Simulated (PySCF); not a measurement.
## C3H6O3S: calculation and literature

Numbering as in the mapped SMILES `[CH2:1]=[CH:2][S:3](=[O:4])(=[O:5])[O:6][CH3:7]`; H(Xn) means a hydrogen on atom n. Ha(C1) is cis to S3; Hb(C1) is trans to S3.

One averaged value for each set of equivalent atoms, non-relativistic Hamiltonian, gas phase, single conformer. GFN2-xTB structure; GIAO PBE0/pcSseg-1 shieldings; PySCF 2.14.

Reference values: measured (solution, not stated per compound (mostly CDCl3 or CCl4); Pretsch, Buehlmann, Badertscher, Structure Determination of Organic Compounds, 4th ed. (2009)).
```tsv
atoms	quantity	reference	computed	computed, scaled
H(C2)	δ 1H	6.57	6.49	6.23
Ha(C1)	δ 1H	6.43	6.71	6.43
Hb(C1)	δ 1H	6.22	6.46	6.19
```

Computed shifts are σ(ref) − σ with the named reference compound (TMS for H and C) calculated as an isolated molecule at the same level. The measured values may be among those fitted. Empirical linear scaling, fitted to shifts measured mostly in CDCl3 for H and C (δ vs TMS): 1H: δ = 30.01 − 0.943σ (rms 0.16 ppm, 131 shifts, 0.17 ppm with the 2 outliers that the fit left out). A few per cent of atoms miss by over 2 rms, more outside the fitted compound classes.

Problem. How far are the unscaled 1H shifts from the references?

Solution. Mean signed difference +0.15 ppm, mean absolute 0.20 ppm over 3 comparisons; the largest is +0.28 ppm at Ha(C1) (hydrogen on a terminal =CH2 carbon).
